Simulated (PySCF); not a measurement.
Computed shifts of a molecule FH₆NOSi₂, PBE/pcSseg-1 (PySCF), GIAO, gas phase, atoms alike by connectivity averaged where their shifts nearly agree, in ppm (number of nuclei): ²⁹Si: -35.1 (1), -60.1 (1). ¹⁹F: -167.3 (1). ¹⁵N: 42.2 (1). ¹H: 5.11 (1), 5.05 (3), 1.64 (1), 0.68 (1). References: ¹⁷O against H2O (σ = 334.3 ppm); ²⁹Si against TMS (σ = 335.4 ppm); ¹⁹F against CFCl3 (σ = 133.6 ppm); ¹⁵N against NH3 (σ = 267.0 ppm); ¹H against TMS (σ = 31.49 ppm), references at their B3LYP-D3(BJ)/def2-TZVP geometries, non-relativistic. The structure is a stationary point at PBE0-D3(BJ)/def2-SVP. Other conformers were not sampled.

Pick the molecule that these values belong to.
A) N[Si@@H](O)[SiH2]F
B) O[SiH2]N[SiH2]F
C) O[Si@H](F)N[SiH3]
D) N[SiH2]O[SiH2]F

C, O[Si@H](F)N[SiH3]
